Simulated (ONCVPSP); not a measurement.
**Ranking ONCV potentials for Sn (Z = 50)**

All share these settings but for the change named:

tin (Sn), optimised norm-conserving Vanderbilt (ONCV), made with ONCVPSP 4.0.1 (PBEsol, scalar-relativistic). Core [Ar] 3d10, reference 4s2 4p6 4d10 5s2 5p2. Waves: 4s+5s: rc 1.45 bohr, ncon 4, nbas 9, qcut 7.7 1/bohr, 2 projectors; 4p+5p: rc 1.35 bohr, ncon 4, nbas 7, qcut 8.6 1/bohr, 2 projectors; 4d: rc 1.65 bohr, ncon 4, nbas 8, qcut 9.6 1/bohr, 2 projectors, debl 1.3 Ha. Local part: polynomial inside 1.00 bohr (lpopt 5, dvloc0 3 Ha). Core correction: none.

Cutoff: the first of the cutoffs (Ha) at which the residual kinetic energy of the hardest occupied pseudo-wave falls to 1 and 0.1 mHa per electron; the density cutoff is not measured.

The base gives 34 Ha.

Of 5 variants that were run, those that failed, showed a ghost or another fault, or gave nearly equal values are left out.

A variant can come out equal or close to the base.

Rank these variants from softest to hardest (loose cutoff).
A. all radii scaled by about 1.08 (s 1.56, p 1.46, d 1.78 bohr); local potential polynomial inside 1.08 bohr (lpopt 5, dvloc0 3 Ha)
B. all radii scaled by about 0.87 (s 1.26, p 1.18, d 1.44 bohr); local potential polynomial inside 0.88 bohr (lpopt 5, dvloc0 3 Ha)
C. all radii scaled by about 0.80 (s 1.16, p 1.08, d 1.32 bohr); local potential polynomial inside 0.80 bohr (lpopt 5, dvloc0 3 Ha)
D. all radii scaled by about 1.31 (s 1.90, p 1.76, d 2.16 bohr); local potential polynomial inside 1.30 bohr (lpopt 5, dvloc0 3 Ha)

D (27 Ha), A (32 Ha), B (37 Ha), C (68 Ha).
